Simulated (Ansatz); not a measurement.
`C/C=C\C=O` and `C/C=C/[SiH2][SiH3]` differ in one atom or group (the configuration at the double bond changes too).

Ansatz, PBE0-D4/def2-TZVP geometries, multiplicity 1. Each molecule was computed in one conformer, which needn't be the lowest.

```csv
property,`C/C=C\C=O`
HOMO energy (PBE/def2-TZVPP) / eV,-5.65
HOMO energy (PBE0/def2-TZVPP) / eV,-7.31
HOMO energy (B3LYP/def2-TZVPP) / eV,-7.08
LUMO energy (PBE/def2-TZVPP) / eV,-2.68
size of the dipole moment (PBE/def2-TZVPP) / D,3.89
size of the dipole moment (B3LYP/def2-TZVPP) / D,4.02
```

(1) Give the same properties after the change, and the shifts. (Estimate.)

## Answers

(1) The calculation gave: 
```tsv
property	`C/C=C/[SiH2][SiH3]`	shift
HOMO energy (PBE/def2-TZVPP) / eV	-6.24	-0.59
HOMO energy (PBE0/def2-TZVPP) / eV	-7.29	0.02
HOMO energy (B3LYP/def2-TZVPP) / eV	-7.09	-0.01
LUMO energy (PBE/def2-TZVPP) / eV	-1.35	1.33
size of the dipole moment (PBE/def2-TZVPP) / D	1.54	-2.35
size of the dipole moment (B3LYP/def2-TZVPP) / D	1.50	-2.52
```

Dipoles are sizes alone; their direction can turn.

Positive LUMOs are unbound, so they and the gaps depend on the basis.

B3LYP here is the variant with VWN-RPA as its local correlation; programs differ in this.
